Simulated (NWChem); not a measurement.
C₂H₃AuO; SMILES [CH3][Au]<-[C-]#[O+]

def2 effective core potentials on Au; no spin-orbit coupling.

### Question
Give the equilibrium geometry at PBE0/def2-SVP with def2 effective core potentials on Au (NWChem) as a list of bonds and angles, with the point group.

### Answer
point group Cs; any orientation.
Bonded distances (Å): Au1–C2 2.046, Au1–C7 1.965, C2–H3 1.102, C2–H4 1.102, C2–H5 1.102, O6–C7 1.131. Angles (°): C2–Au1–C7 179.5, Au1–C2–H3 111.0, Au1–C2–H4 111.0, Au1–C2–H5 111.1, H3–C2–H4 107.9, H3–C2–H5 107.9, H4–C2–H5 107.9, Au1–C7–O6 179.3.
